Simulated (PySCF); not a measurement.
## Static response to an electric field

Compound: C₄H₃ClN₂O.
Atom-mapped SMILES: `[O-:1][n+:2]1[cH:3][cH:4][cH:5][n:6][c:7]1[Cl:8]` (hydrogens: H9 on C3; H10 on C4; H11 on C5)

Geometry (GFN2-xTB, Å), atoms numbered from 1 in this order:
```xyz
11
C4H3ClN2O angstrom
O      1.850    1.640    0.063
N      0.950    0.778    0.031
C     -0.363    1.109   -0.009
C     -1.344    0.142   -0.045
C     -0.949   -1.187   -0.039
N      0.337   -1.512    0.001
C      1.233   -0.574    0.035
Cl     2.884   -0.978    0.088
H     -0.567    2.169   -0.010
H     -2.383    0.428   -0.076
H     -1.644   -2.011   -0.065
```

Level: PBE0/def2-SVPD (PySCF), static field, nuclei fixed, core orbitals frozen in the response. The polarisability tensor in these axes (au):

```
x   109.86   3.54   2.09
y     3.54  87.14   0.29
z     2.09   0.29  45.89
```

Give the principal values, the mean and the anisotropy Δα = √{½[(α1 − α2)² + (α2 − α3)² + (α1 − α3)²]}.

Principal values 45.83, 86.60 and 110.47 au; mean 80.96 au = 12.00 Å³ = 13.35 × 10⁻⁴⁰ C²·m²/J; Δα = 56.62 au (70 % of the mean).

What is the dipole moment, and where does it point?

(-4.40, -0.34, -0.14) D, 4.41 D in size, pointing from the negative to the positive side. Measured along this direction, the outermost atoms are Cl8 at the negative end and H10 at the positive end.

Rayleigh depolarisation ratio (linearly polarised light, static tensor)?

ρ = 3Δα²/(45ᾱ² + 4Δα²) = 9616.2/(294988 + 12821.6) = 0.0312.

Molar refractivity from α?

Lorentz–Lorenz: R = (4π/3)N_A α = 2.5225 cm³/(mol·Å³) × 12.00 Å³ = 30.3 cm³/mol, in the limit of long wavelengths.

What are the principal values of the traceless quadrupole moment, Θ = ½Σq(3rr − r²1), about the centre of nuclear charge?

-10.01, -2.25, 12.26 D·Å. The values depend on the origin, since the dipole doesn't vanish. The electronic extent ⟨r²⟩ about the same centre is 971 bohr², a root-mean-square distance of 2.03 Å for the 66 electrons.

In TDDFT the mean static polarisability is Σ f/ω² over all singlet excitations (ω in hartree). How much of it do the 8 lowest give? Their energies (eV) and oscillator strengths: 4.10, 0.0003; 4.21, 0.0646; 4.68, 0.0008; 4.96, 0.1691; 5.56, 0.0018; 5.92, 0.0012; 6.06, 0.1239; 6.34, 0.0009.

They add up to 10.40 au, 12.8 % of the 80.96 au; the largest single term is 5.08 au, from the state at 4.96 eV. Terms in order: 0.01, 2.69, 0.03, 5.08, 0.04, 0.02, 2.50, 0.02 au. Higher excitations give the rest. The strengths listed sum to 0.363.

Geometry: GFN2-xTB; no solvent, vibrations or thermal averaging.
